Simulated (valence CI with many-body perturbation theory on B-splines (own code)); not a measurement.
Hg75+: calculated level list

Calculated by valence CI with perturbative core correlation (CI+MBPT): three valence electrons over a frozen Dirac-Fock core [He], a basis of 11 s, 11 p, 9 d, 7 f, 5 g, 2 h, 1 i functions for each j, with the one-electron correlation potential Σ1 (screened to all orders), the two-electron term Σ2, the three-electron term Σ3, Breit, model QED; selected single and double excitations, second order for the rest (own B-spline code, finite nucleus).

The last digits are not significant, and no measured levels were compared; by estimate large intervals hold to a few tenths of a per cent, small ones and those within an open d or f shell to about a per cent.

Levels 1 to 45 of 103, with energies above the lowest level, (2s^2 2p1/2) J=1/2. "Leading %" is the weight of the configuration and term that name the level; weights of strongly mixed levels are sums over their largest components and can fall short. In the jj column 3d3/2^4 stands for four electrons in 3d with j = 3/2. Lifetimes count E1, E2, E3, M1 and M2 decay at the calculated energies, and are blank where another channel may lead or the interval is too uncertain; long ones can be off by a factor of two.

| No. | Configuration | Term | J | E (eV) | Leading % | Lifetime | Leading jj | Second component |
| --- | --- | --- | --- | --- | --- | --- | --- | --- |
| 1 | 2s2.2p | 2P° | 1/2 | 0 | 100 |  | 2s^2 2p1/2 (100 %) |  |
| 2 | 2s.2p2 | 4P | 1/2 | 312 | 48 | 31.6 ps | 2s 2p1/2^2 (100 %) | 32 % 2s.2p2 2S |
| 3 | 2s2.2p | 2P° | 3/2 | 2097 | 99 | 7.33 ps | 2s^2 2p3/2 (99 %) |  |
| 4 | 2s.2p2 | 4P | 3/2 | 2317 | 89 | 3.49 ps | 2s 2p1/2 2p3/2 (100 %) | 7 % 2s.2p2 2D |
| 5 | 2s.2p2 | 2D | 5/2 | 2360 | 64 | 91.4 ps | 2s 2p1/2 2p3/2 (100 %) | 36 % 2s.2p2 4P |
| 6 | 2s.2p2 | 2P | 1/2 | 2442 | 68 | 36.0 fs | 2s 2p1/2 2p3/2 (100 %) | 32 % 2s.2p2 4P |
| 7 | 2s.2p2 | 2D | 3/2 | 2443 | 60 | 38.9 fs | 2s 2p1/2 2p3/2 (100 %) | 38 % 2s.2p2 2P |
| 8 | 2p3 | 2P° | 3/2 | 2765 | 49 | 51.5 fs | 2p1/2^2 2p3/2 (99 %) | 27 % 2p3 2D° |
| 9 | 2s.2p2 | 4P | 5/2 | 4432 | 64 | 165 fs | 2s 2p3/2^2 (100 %) | 36 % 2s.2p2 2D |
| 10 | 2s.2p2 | 2S | 1/2 | 4554 | 68 | 46.1 fs | 2s 2p3/2^2 (100 %) | 20 % 2s.2p2 4P |
| 11 | 2s.2p2 | 2P | 3/2 | 4554 | 58 | 24.5 fs | 2s 2p3/2^2 (100 %) | 32 % 2s.2p2 2D |
| 12 | 2p3 | 4S° | 3/2 | 4806 | 56 | 25.3 fs | 2p1/2 2p3/2^2 (100 %) | 44 % 2p3 2D° |
| 13 | 2p3 | 2D° | 5/2 | 4828 | 100 | 26.4 fs | 2p1/2 2p3/2^2 (100 %) |  |
| 14 | 2p3 | 2P° | 1/2 | 4893 | 100 | 23.8 fs | 2p1/2 2p3/2^2 (100 %) |  |
| 15 | 2p3 | 2P° | 3/2 | 6950 | 51 | 16.9 fs | 2p3/2^3 (100 %) | 28 % 2p3 2D° |
| 16 | 2s2.3s | 2S | 1/2 | 12786 | 98 | 2.28 fs | 2s^2 3s (98 %) |  |
| 17 | 2s2.3p | 2P° | 1/2 | 12888 | 97 | 60.1 fs | 2s^2 3p1/2 (97 %) |  |
| 18 | 2s.2p.3s | 4P° | 1/2 | 12995 | 85 | 2.54 fs | 2s 2p1/2 3s (99 %) | 14 % 2s.2p.3s 2P° |
| 19 | 2s.2p.3s | 4P° | 3/2 | 13025 | 58 | 2.29 fs | 2s 2p1/2 3s (100 %) | 42 % 2s.2p.3s 2P° |
| 20 | 2s.2p.3s | 2P° | 1/2 | 13061 | 95 | 2.87 fs | 2s 2p1/2 3s (99 %) |  |
| 21 | 2s.2p.3p | 4D | 1/2 | 13081 | 72 | 3.42 fs | 2s 2p1/2 3p1/2 (100 %) | 22 % 2s.2p.3p 2P |
| 22 | 2s.2p.3p | 4D | 3/2 | 13111 | 39 | 1.38 fs | 2s 2p1/2 3p1/2 (100 %) | 35 % 2s.2p.3p 2D |
| 23 | 2s.2p.3p | 4P | 1/2 | 13164 | 45 | 2.55 fs | 2s 2p1/2 3p1/2 (99 %) | 31 % 2s.2p.3p 2S |
| 24 | 2p2.3s | 4P | 1/2 | 13366 | 45 | 2.88 fs | 2p1/2^2 3s (98 %) | 31 % 2p2.3s 2S |
| 25 | 2p2.3p | 2P° | 1/2 | 13446 | 47 | 829 as | 2p1/2^2 3p1/2 (98 %) | 37 % 2p2.3p 4D° |
| 26 | 2s2.3p | 2P° | 3/2 | 13506 | 98 | 47.9 fs | 2s^2 3p3/2 (98 %) |  |
| 27 | 2s2.3d | 2D | 3/2 | 13570 | 98 | 393 as | 2s^2 3d3/2 (98 %) |  |
| 28 | 2s.2p.3p | 4P | 3/2 | 13714 | 31 | 4.20 fs | 2s 2p1/2 3p3/2 (100 %) | 27 % 2s.2p.3p 4D |
| 29 | 2s2.3d | 2D | 5/2 | 13728 | 77 | 574 as | 2s^2 3d5/2 (77 %) | 9 % 2s.2p.3p 4D |
| 30 | 2s.2p.3p | 2D | 3/2 | 13753 | 42 | 1.90 fs | 2s 2p1/2 3p3/2 (100 %) | 25 % 2s.2p.3p 2P |
| 31 | 2s.2p.3p | 4D | 5/2 | 13753 | 33 | 1.96 fs | 2s 2p1/2 3p3/2 (78 %) | 23 % 2s.2p.3p 2D |
| 32 | 2s.2p.3p | 2P | 1/2 | 13757 | 45 | 1.19 fs | 2s 2p1/2 3p3/2 (99 %) | 20 % 2s.2p.3p 2S |
| 33 | 2s.2p.3d | 4F° | 3/2 | 13765 | 69 | 1.53 fs | 2s 2p1/2 3d3/2 (100 %) | 14 % 2s.2p.3d 2D° |
| 34 | 2s.2p.3d | 4F° | 5/2 | 13799 | 39 | 2.45 fs | 2s 2p1/2 3d3/2 (99 %) | 35 % 2s.2p.3d 2F° |
| 35 | 2s.2p.3d | 2P° | 3/2 | 13818 | 30 | 334 as | 2s 2p1/2 3d3/2 (99 %) | 24 % 2s.2p.3d 2D° |
| 36 | 2s.2p.3d | 4D° | 1/2 | 13822 | 52 | 329 as | 2s 2p1/2 3d3/2 (99 %) | 41 % 2s.2p.3d 2P° |
| 37 | 2s.2p.3d | 4P° | 5/2 | 13938 | 32 | 450 as | 2s 2p1/2 3d5/2 (100 %) | 30 % 2s.2p.3d 4D° |
| 38 | 2s.2p.3d | 2F° | 7/2 | 13970 | 41 | 458 as | 2s 2p1/2 3d5/2 (100 %) | 36 % 2s.2p.3d 4F° |
| 39 | 2s.2p.3d | 2F° | 5/2 | 13982 | 45 | 459 as | 2s 2p1/2 3d5/2 (100 %) | 26 % 2s.2p.3d 2D° |
| 40 | 2s.2p.3d | 2P° | 3/2 | 13983 | 38 | 467 as | 2s 2p1/2 3d5/2 (96 %) | 30 % 2s.2p.3d 2D° |
| 41 | 2p2.3p | 2P° | 3/2 | 14082 | 34 | 1.65 fs | 2p1/2^2 3p3/2 (95 %) | 19 % 2p2.3p 4D° |
| 42 | 2p2.3d | 2D | 3/2 | 14129 | 43 | 2.41 fs | 2p1/2^2 3d3/2 (98 %) | 32 % 2p2.3d 4F |
| 43 | 2p2.3d | 2D | 5/2 | 14303 | 37 | 464 as | 2p1/2^2 3d5/2 (98 %) | 18 % 2p2.3d 4D |
| 44 | 2s.2p.3s | 4P° | 5/2 | 15098 | 100 | 3.37 fs | 2s 2p3/2 3s (100 %) |  |
| 45 | 2s.2p.3s | 2P° | 3/2 | 15129 | 75 | 1.99 fs | 2s 2p3/2 3s (100 %) | 24 % 2s.2p.3s 4P° |

The ionisation energy to 2s2 1S_0 of the next ion comes out as 22576 eV (NIST: 22580 ± 100 eV (theoretical)). All 103 levels together are meant to be complete up to 16450 eV.
